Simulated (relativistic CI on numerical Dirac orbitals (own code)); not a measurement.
**Ions with 41 electrons, Pm²⁰⁺ to Hg³⁹⁺**

Method of calculation: Dirac-Coulomb-Breit CI, KLI orbitals optimised for each configuration, a model potential for QED, unscaled Slater integrals (own radial code, finite nucleus).

CI space (outside the closed core [Ar] 3d10): 4s²4p⁶4d⁵, 4s²4p⁶4d⁴5s, 4s²4p⁵4d⁶, 4s4p⁶4d⁶, 4s²4p⁶4d⁴5p, 4s²4p⁶4d³5s², 4s²4p⁶4d²5s²5p. Double excitations out of closed p, d and f shells are left out; levels of such configurations are missing from the list, as are those of other unlisted configurations, and high levels can miss mixing partners.

Energies above each ion's lowest level, in eV. Levels are followed by their leading LS label, which can pass from one level to another where the coupling changes.

```tsv
Ion	4s²4p⁶4d⁵ ⁶S5/2	4s²4p⁶4d⁵ ⁴G7/2	4s²4p⁶4d⁵ ⁴D3/2	4s²4p⁶4d⁵ ⁴G9/2	4s²4p⁶4d⁵ ⁴P1/2
Pm²⁰⁺	0	7.9665	8.2252	9.1464	9.7968
Sm²¹⁺	0	8.3117	8.5745	9.6204	10.307
Eu²²⁺	0	8.703	8.9722	10.14	10.872
Gd²³⁺	0	9.1487	9.4264	10.711	11.5
Tb²⁴⁺	0	9.6559	9.9439	11.342	12.196
Dy²⁵⁺	0	10.23	10.53	12.037	12.967
Ho²⁶⁺	0	10.877	11.19	12.8	13.816
Er²⁷⁺	0	11.598	11.926	13.634	14.744
Tm²⁸⁺	0	12.396	12.74	14.542	15.754
Yb²⁹⁺	8.6071	13.272	13.632	15.525	16.846
Lu³⁰⁺	9.4292	14.227	14.606	16.584	18.019
Hf³¹⁺	10.343	15.262	15.66	17.72	19.276
Ta³²⁺	11.348	16.379	16.796	18.936	20.616
W³³⁺	?	?	?	?	?
Re³⁴⁺	13.629	18.863	19.32	21.609	23.551
Os³⁵⁺	14.906	20.233	20.712	23.071	25.147
Ir³⁶⁺	16.276	21.691	22.192	24.619	26.833
Pt³⁷⁺	17.739	23.24	23.763	26.257	28.609
Au³⁸⁺	19.298	24.882	25.428	27.985	30.478
Hg³⁹⁺	20.954	26.62	27.189	52.549	32.443
```

Task: Fill in the row of W³³⁺.

Result: 4s²4p⁶4d⁵ ⁶S5/2 12.443, 4s²4p⁶4d⁵ ⁴G7/2 17.579, 4s²4p⁶4d⁵ ⁴D3/2 18.016, 4s²4p⁶4d⁵ ⁴G9/2 20.231, 4s²4p⁶4d⁵ ⁴P1/2 22.041 (eV).

The lowest level keeps the configuration 4s²4p⁶4d⁵ and J = 5/2 throughout.

Between Z = 77 and 80 the energy of 4s²4p⁶4d⁵ ⁶S5/2 follows a local power law Z^6.6. For orientation: electrostatic splittings inside a shell grow about linearly with the screened charge, excitations that change n as its square, and fine structure as its fourth power; written in Z itself the exponents are larger, since the screened charge grows faster in proportion.
